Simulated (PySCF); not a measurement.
## C₆ coefficients of unlike pairs at BLYP

Calculated with PySCF 2.14 from the dipole response of each species, C₆(A,B) = (3/π) ∫ α_A(iu) α_B(iu) du, in atomic units, from isotropic polarisabilities. For ions this is the dispersion term alone; charge-induced terms of lower order in 1/R come first.

| species | configuration | basis | relativity | α (bohr³) | C₆ (like pair) |
| --- | --- | --- | --- | --- | --- |
| Re(3+) | [Xe] 4f14 5d4 (5D) | x2c-TZVPPall with one added diffuse shell each of s, p, d, f type (12s8p8d4f1g) | spin-free X2C | 7.582 | 40.23 |
| Ta(2+) | [Xe] 4f14 5d3 (4F) | def2-TZVPPD with the def2 core potential (60 electrons) (6s5p3d2f1g) | core potential | 14.31 | 79.74 |
| Xe | [Xe] (1S) | aug-cc-pV5Z-PP with ECP28MDF (8s8p6d4f3g2h) | core potential | 29.42 | 312.8 |
| I(3+) | [Kr] 4d10 5s2 5p2 (3P) | aug-cc-pwCVDZ-PP with ECP28MDF (6s5p4d1f) | core potential | 9.939 | 54.49 |

Q: Estimate C₆ for I(3+) with Xe.

A: The integral gives 128.0. The combination rule 2 C_A C_B / (C_A α_B/α_A + C_B α_A/α_B) gives 127.7 and the geometric mean 130.6.

No spin-orbit coupling is included.

The other pairs:

| pair | C₆ |
| --- | --- |
| Ta(2+), Re(3+) | 55.47 |
| Xe, Re(3+) | 106.3 |
| I(3+), Ta(2+) | 65.54 |
| Xe, Ta(2+) | 156.5 |
| I(3+), Re(3+) | 46.36 |
